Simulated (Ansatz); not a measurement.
Nudged elastic band run: AlF2GeH5O

input.yaml

```yaml
crystal:
  periodic: [false, false, false]
  atoms:
    - { symbol: Ge, position_ang: [-0.148995, 0.201862, 0.265831] }
    - { symbol: F, position_ang: [0.455664, 0.683543, 1.832825] }
    - { symbol: H, position_ang: [0.769818, -0.92007, -0.150426] }
    - { symbol: H, position_ang: [-0.331406, 1.50533, -0.47169] }
    - { symbol: F, position_ang: [-1.489764, -0.619712, -1.340139] }
    - { symbol: O, position_ang: [-1.729993, -0.417623, 1.005253] }
    - { symbol: Al, position_ang: [-2.855583, -1.111665, -0.362137] }
    - { symbol: H, position_ang: [-2.965376, -2.671435, -0.191322] }
    - { symbol: H, position_ang: [-4.104646, -0.169716, -0.525045] }
    - { symbol: H, position_ang: [-1.799519, -0.324813, 1.955948] }
basis:
  gaussian: { orbitals: def2-SVP }
hamiltonian:
  xc: { name: BHLYP }
neb:
  order_check: false
  images: 5
  f_tol: 0.05
  max_iterations: 60
  final_atoms:
    - { symbol: Ge, position_ang: [-0.42307624, 0.03479222, -0.0519506] }
    - { symbol: F, position_ang: [-0.02513286, 0.5166956, 2.21732576] }
    - { symbol: H, position_ang: [0.78644391, -0.87317399, -0.11156898] }
    - { symbol: H, position_ang: [-0.28718768, 1.49479619, -0.42664566] }
    - { symbol: F, position_ang: [-1.4907725, -0.63529752, -1.46824324] }
    - { symbol: O, position_ang: [-1.78223236, -0.45339938, 0.92705028] }
    - { symbol: Al, position_ang: [-2.93076323, -1.13643639, -0.29203222] }
    - { symbol: H, position_ang: [-3.00687115, -2.70748974, -0.31402015] }
    - { symbol: H, position_ang: [-4.14908753, -0.20561973, -0.64400015] }
    - { symbol: H, position_ang: [-0.89112037, 0.12083374, 2.18318295] }
  initial_path:
    images:
      - { positions_ang: [[-0.148995, 0.201862, 0.265831], [0.455664, 0.683543, 1.832825], [0.769818, -0.92007, -0.150426], [-0.331406, 1.50533, -0.47169], [-1.489764, -0.619712, -1.340139], [-1.729993, -0.417623, 1.005253], [-2.855583, -1.111665, -0.362137], [-2.965376, -2.671435, -0.191322], [-4.104646, -0.169716, -0.525045], [-1.799519, -0.324813, 1.955948]] }
      - { positions_ang: [[-0.09202964, 0.11376671, 0.19487147], [0.28361219, 0.4462891, 1.91554708], [1.0138654, -0.65720659, -0.23443471], [-0.43188509, 1.41107519, -0.48513322], [-1.26079459, -0.88271068, -1.06602236], [-1.8085423, -0.26851681, 0.87816288], [-2.99988793, -1.03826243, -0.28503023], [-2.99786615, -2.57292793, -0.31229944], [-4.29432345, -0.18463757, -0.47302155], [-1.61194844, -0.21116798, 1.88645808]] }
      - { positions_ang: [[-0.03506427, 0.02567142, 0.12391195], [0.11156038, 0.2090352, 1.99826916], [1.2579128, -0.39434317, -0.31844343], [-0.53236417, 1.31682038, -0.49857644], [-1.03182519, -1.14570937, -0.79190572], [-1.8870916, -0.11941063, 0.75107276], [-3.14419287, -0.96485986, -0.20792346], [-3.03035631, -2.47442086, -0.43327687], [-4.48400091, -0.19955915, -0.42099811], [-1.42437788, -0.09752296, 1.81696816]] }
      - { positions_ang: [[0.02190109, -0.06242387, 0.05295242], [-0.06049143, -0.02821871, 2.08099125], [1.50196021, -0.13147976, -0.40245214], [-0.63284326, 1.22256557, -0.51201966], [-0.80285578, -1.40870805, -0.51778908], [-1.96564089, 0.02969556, 0.62398263], [-3.2884978, -0.89145729, -0.13081669], [-3.06284646, -2.3759138, -0.55425431], [-4.67367836, -0.21448072, -0.36897466], [-1.23680732, 0.01612206, 1.74747824]] }
      - { positions_ang: [[-0.12642468, -0.03001851, 0.01798475], [-0.04870524, 0.1534194, 2.12643609], [1.26345477, -0.37871117, -0.30549109], [-0.51762473, 1.31330911, -0.48356166], [-1.03216135, -1.15090454, -0.83460713], [-1.90450472, -0.13133608, 0.72500518], [-3.16925294, -0.97311699, -0.1845552], [-3.04418802, -2.48643911, -0.47417626], [-4.49881475, -0.21152706, -0.46064982], [-1.12157833, 0.05102596, 1.89271314]] }
      - { positions_ang: [[-0.27475046, 0.00238685, -0.01698293], [-0.03691905, 0.3350575, 2.17188092], [1.02494934, -0.62594258, -0.20853003], [-0.40240621, 1.40405265, -0.45510366], [-1.26146693, -0.89310103, -1.15142519], [-1.84336854, -0.29236773, 0.82602773], [-3.05000809, -1.05477669, -0.23829371], [-3.02552959, -2.59696442, -0.3940982], [-4.32395114, -0.2085734, -0.55232499], [-1.00634935, 0.08592985, 2.03794805]] }
      - { positions_ang: [[-0.42307624, 0.03479222, -0.0519506], [-0.02513286, 0.5166956, 2.21732576], [0.78644391, -0.87317399, -0.11156898], [-0.28718768, 1.49479619, -0.42664566], [-1.4907725, -0.63529752, -1.46824324], [-1.78223236, -0.45339938, 0.92705028], [-2.93076323, -1.13643639, -0.29203222], [-3.00687115, -2.70748974, -0.31402015], [-4.14908753, -0.20561973, -0.64400015], [-0.89112037, 0.12083374, 2.18318295]] }
```

Command:

```bash
$ ansatz run input.yaml --threads 4 --pin off --max-ram 5120MiB --backend cpu --events-out ev --progress --plain --runs-dir out
```

Output, in part (warnings, iteration lines, the closing report on the highest movable image, with atoms numbered from 0):

```
NEB end point (image 0): max|allowed force component| = 1.078e-2 eV/Å (the criterion of neb.relax_end_points is 1.000e-2)
NEB end point (image 6): max|allowed force component| = 1.119e-2 eV/Å (the criterion of neb.relax_end_points is 1.000e-2)
NEB iter   1: max|band force component| = 7.194e0 eV/Å  barrier→ = 4.6172 eV  barrier← = 3.4506 eV  Δτ_max = 0.2000 Å  (188 SCF iters)
NEB iter   2: max|band force component| = 2.681e0 eV/Å  barrier→ = 3.0441 eV  barrier← = 1.8775 eV  Δτ_max = 0.2000 Å  (157 SCF iters)
NEB iter   3: max|band force component| = 2.575e0 eV/Å  barrier→ = 2.6133 eV  barrier← = 1.4467 eV  Δτ_max = 0.1944 Å  (158 SCF iters)
NEB iter   4: max|band force component| = 1.625e0 eV/Å  barrier→ = 2.5437 eV  barrier← = 1.3771 eV  Δτ_max = 0.2000 Å  (156 SCF iters)
NEB iter   5: max|band force component| = 1.025e0 eV/Å  barrier→ = 2.4162 eV  barrier← = 1.2496 eV  Δτ_max = 0.2000 Å  (155 SCF iters)
NEB iter   6: max|band force component| = 2.658e0 eV/Å  barrier→ = 2.2625 eV  barrier← = 1.0959 eV  Δτ_max = 0.1002 Å  (156 SCF iters)
NEB iter   7: max|band force component| = 7.428e-1 eV/Å  barrier→ = 1.9844 eV  barrier← = 0.8178 eV  Δτ_max = 0.2000 Å  (153 SCF iters)
NEB iter   8: max|band force component| = 5.319e0 eV/Å  barrier→ = 1.8996 eV  barrier← = 0.7331 eV  Δτ_max = 0.1000 Å  (158 SCF iters)
NEB iter   9: max|band force component| = 7.521e-1 eV/Å  barrier→ = 1.5862 eV  barrier← = 0.4196 eV  Δτ_max = 0.2000 Å  (156 SCF iters)
NEB iter  10: max|band force component| = 1.408e0 eV/Å  barrier→ = 1.4548 eV  barrier← = 0.2882 eV  Δτ_max = 0.0999 Å  (151 SCF iters)
NEB iter  11: max|band force component| = 1.439e0 eV/Å  barrier→ = 1.3830 eV  barrier← = 0.2164 eV  Δτ_max = 0.0500 Å  (153 SCF iters)
NEB iter  12: max|band force component| = 1.926e0 eV/Å  barrier→ = 1.3295 eV  barrier← = 0.1630 eV  Δτ_max = 0.0251 Å  (154 SCF iters)
NEB iter  13: max|band force component| = 1.805e0 eV/Å  barrier→ = 1.3283 eV  barrier← = 0.1617 eV  Δτ_max = 0.0494 Å  (158 SCF iters)
NEB iter  14: max|band force component| = 1.487e0 eV/Å  barrier→ = 1.3362 eV  barrier← = 0.1696 eV  Δτ_max = 0.0990 Å  (156 SCF iters)
NEB iter  15: max|band force component| = 1.870e0 eV/Å  barrier→ = 1.3256 eV  barrier← = 0.1590 eV  Δτ_max = 0.0497 Å  (149 SCF iters)
NEB iter  16: max|band force component| = 9.366e-1 eV/Å  barrier→ = 1.2997 eV  barrier← = 0.1331 eV  Δτ_max = 0.1006 Å  (155 SCF iters)
NEB iter  17: max|band force component| = 9.937e-1 eV/Å  barrier→ = 1.2216 eV  barrier← = 0.0551 eV  Δτ_max = 0.1005 Å  (152 SCF iters)
NEB iter  18: max|band force component| = 1.039e0 eV/Å  barrier→ = 1.1666 eV  barrier← = 0.0000 eV  Δτ_max = 0.2000 Å  (152 SCF iters)
NEB iter  19: max|band force component| = 1.172e0 eV/Å  barrier→ = 1.1666 eV  barrier← = 0.0000 eV  Δτ_max = 0.1985 Å  (156 SCF iters)
NEB iter  20: max|band force component| = 4.835e0 eV/Å  barrier→ = 1.1666 eV  barrier← = 0.0000 eV  Δτ_max = 0.1013 Å  (158 SCF iters)
NEB iter  21: max|band force component| = 8.887e-1 eV/Å  barrier→ = 1.1666 eV  barrier← = 0.0000 eV  Δτ_max = 0.2000 Å  (150 SCF iters)
NEB iter  22: max|band force component| = 1.084e0 eV/Å  barrier→ = 1.2767 eV  barrier← = 0.1102 eV  Δτ_max = 0.1032 Å  (151 SCF iters)
NEB iter  23: max|band force component| = 8.639e-1 eV/Å  barrier→ = 1.2816 eV  barrier← = 0.1150 eV  Δτ_max = 0.0966 Å  (153 SCF iters)
NEB iter  24: max|band force component| = 1.735e0 eV/Å  barrier→ = 1.3579 eV  barrier← = 0.1914 eV  Δτ_max = 0.0457 Å  (152 SCF iters)
NEB iter  25: max|band force component| = 4.744e-1 eV/Å  barrier→ = 1.2776 eV  barrier← = 0.1110 eV  CI = image 5  Δτ_max = 0.0951 Å  (157 SCF iters)
NEB iter  26: max|band force component| = 6.962e-1 eV/Å  barrier→ = 1.2838 eV  barrier← = 0.1172 eV  CI = image 5  Δτ_max = 0.0483 Å  (154 SCF iters)
NEB iter  27: max|band force component| = 7.915e-1 eV/Å  barrier→ = 1.2767 eV  barrier← = 0.1101 eV  CI = image 5  Δτ_max = 0.0175 Å  (148 SCF iters)
NEB iter  28: max|band force component| = 2.003e-1 eV/Å  barrier→ = 1.2568 eV  barrier← = 0.0902 eV  CI = image 5  Δτ_max = 0.0068 Å  (146 SCF iters)
NEB iter  29: max|band force component| = 4.462e-2 eV/Å  barrier→ = 1.2543 eV  barrier← = 0.0878 eV  CI = image 5  Δτ_max = 0.0000 Å  (266 SCF iters)
Total energy: -70661.78311953 eV, -2596.7726333660 hartree
Atom 0 at    -0.346076     0.070721     0.044690 Å, force     0.038260     0.022116    -0.010188 eV/Å
Atom 1 at    -0.093060     0.517449     2.051673 Å, force     0.027344     0.011347    -0.006961 eV/Å
Atom 2 at     0.808119    -0.897838    -0.057361 Å, force    -0.005953    -0.001653    -0.004521 eV/Å
Atom 3 at    -0.255327     1.494182    -0.451486 Å, force    -0.005903    -0.004535    -0.002974 eV/Å
Atom 4 at    -1.460636    -0.655828    -1.375034 Å, force     0.022003     0.002799    -0.007966 eV/Å
Atom 5 at    -1.780304    -0.414450     0.986579 Å, force    -0.001781     0.004977     0.017099 eV/Å
Atom 6 at    -2.898640    -1.125664    -0.270100 Å, force    -0.007388     0.002235     0.035962 eV/Å
Atom 7 at    -2.977327    -2.694403    -0.220815 Å, force    -0.004333    -0.005532    -0.003254 eV/Å
Atom 8 at    -4.113456    -0.195222    -0.627362 Å, force    -0.004581     0.001732    -0.005379 eV/Å
Atom 9 at    -1.083093     0.056754     1.938316 Å, force    -0.057669    -0.033485    -0.011818 eV/Å
Dipole moment:     0.517804     0.218805    -0.081471 e Å
```

The forces met the threshold. A vibrational analysis at the climbing image gives one clearly imaginary mode, 829i cm⁻¹: a first-order saddle point. The orbitals stay closed-shell, which can raise the energy where a bond breaks towards radicals; this wasn't checked here.

Final band (atoms are numbered from 1 in the order of the input):

| image | path coordinate (Å) | energy (kJ/mol) | Ge1–F2 (Å) | O6–H10 (Å) | F2–H10 (Å) |
| --- | --- | --- | --- | --- | --- |
| 0 | 0.00 | 0.0 | 1.75 | 0.96 | 2.47 |
| 1 | 0.22 | 4.9 | 1.76 | 0.96 | 2.18 |
| 2 | 0.45 | 21.2 | 1.79 | 0.96 | 1.88 |
| 3 | 0.67 | 51.3 | 1.84 | 0.99 | 1.60 |
| 4 | 0.90 | 95.9 | 1.95 | 1.08 | 1.33 |
| 5 | 1.12 | 121.0 | 2.07 | 1.27 | 1.10 |
| 6 | 1.53 | 112.6 | 2.35 | 1.64 | 0.95 |

The run took 4.7 min on 4 threads of Arm Neoverse V2, with other jobs on the host, peak memory 0.3 GiB.
